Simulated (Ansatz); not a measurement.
H₄O₂S₂Ti (`[OH][Ti]([OH])([SH])[SH]`). Charge 0, multiplicity 1. Correlated methods include outer-core shells of Ti, which these sets cover unevenly. Scalar relativity is left out up to krypton.

```
atom   x (Å)   y (Å)   z (Å)
  O1  -1.215   0.400   1.303
 Ti2   0.029   0.055   0.110
  O3   1.682   0.510   0.494
  S4  -0.143  -2.216  -0.214
  S5  -0.396   1.163  -1.861
  H6  -1.620   0.781   2.079
  H7   2.424   0.797   1.022
  H8   0.915  -2.234  -1.047
  H9  -1.676   0.745  -1.885
```

Task: Give the diagnostics of a CCSD(T)/def2-TZVPP run (frozen core, Ansatz). (An estimate is asked.)

Result: Computed: T1 = 0.0257, largest single amplitude 0.071, largest double 0.040, (T) share of the correlation energy 5.3 %, 15 CCSD cycles. The RHF solution is stable towards an unrestricted one. T1 lies over the customary mark of 0.02 for closed shells; compounds of d metals often pass it without a breakdown.
